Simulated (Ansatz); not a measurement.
Consider the ligand exchange at the Si–N bond: `C=C[SiH2]N[SiH3]` + `[SH][GeH3]` → `C=C[SiH2][S][GeH3]` + `N[SiH3]`.

Isolated molecules relaxed with PBE0-D4/def2-TZVP in Ansatz; ΔE leaves out vibrations. CCSD(T)/CBS adds triple-zeta CCSD(T) − MP2 to the extrapolated MP2 energy (def2 sets, frozen cores). This one scheme is used for every species. Functionals use def2-TZVPP. For Ge outer-core shells are correlated without core-valence functions, which leaves a few kJ/mol of doubt a bond. Scalar relativity is left out up to krypton. Each species was taken in one conformer, which may not be the lowest.

`C=C[SiH2]N[SiH3]`:

Z-matrix (Å, degrees):
```
Si
C 1 1.858
N 1 1.727 2 111.8
H 1 1.491 2 106.0 3 122.7
H 1 1.486 2 111.5 3 -118.2
C 2 1.331 1 122.3 3 -120.4
H 2 1.089 1 119.4 3 59.3
Si 3 1.725 1 129.5 2 -126.2
H 3 1.011 1 115.0 2 55.1
H 6 1.087 2 121.4 1 -0.1
H 6 1.087 2 122.5 1 -179.9
H 8 1.490 3 111.4 1 124.1
H 8 1.490 3 112.3 1 -115.9
H 8 1.483 3 107.6 1 4.2
```

`[SH][GeH3]`:

Cartesian coordinates in Å:
```
S 0.328 -1.423 0.912
Ge 0.019 0.286 -0.477
H -0.234 -0.808 1.966
H 0.759 1.532 0.034
H -1.479 0.594 -0.624
H 0.608 -0.182 -1.812
```

`C=C[SiH2][S][GeH3]`:

Z-matrix (Å, degrees):
```
Si
C 1 1.860
S 1 2.132 2 112.2
H 1 1.488 2 109.0 3 122.5
H 1 1.486 2 111.0 3 -117.9
C 2 1.329 1 124.1 3 10.8
H 2 1.090 1 117.6 3 -169.2
Ge 3 2.229 1 98.5 2 65.9
H 6 1.087 2 121.4 1 0.1
H 6 1.086 2 122.1 1 179.7
H 8 1.534 3 106.4 1 145.5
H 8 1.536 3 110.0 1 -95.3
H 8 1.536 3 109.0 1 25.6
```

`N[SiH3]`:

Z-matrix (Å, degrees):
```
Si
N 1 1.720
H 1 1.486 2 107.9
H 1 1.494 2 116.0 3 -120.3
H 1 1.486 2 107.9 3 119.4
H 2 1.007 1 119.6 3 -168.6
H 2 1.007 1 119.6 3 49.2
```

| level | ΔE (eV) |
| --- | --- |
| ωB97X-V | -0.07 |
| ωB97M-V | -0.08 |

**Question.** What does CCSD(T)/CBS give? (Estimate.)

**Answer.** Computed: -0.09 eV. The listed levels differ from it by 0.02, 0.01 eV.

Largest T1 diagnostic among the species: 0.012.

In def2-TZVPP, CCSD(T) changes the Hartree–Fock value by −0.15 eV (the triples alone add −0.04 eV) and MP2 by −0.21 eV. At CCSD(T), def2-SVP lies +0.08 eV from the extrapolated value and def2-TZVPP +0.04 eV.
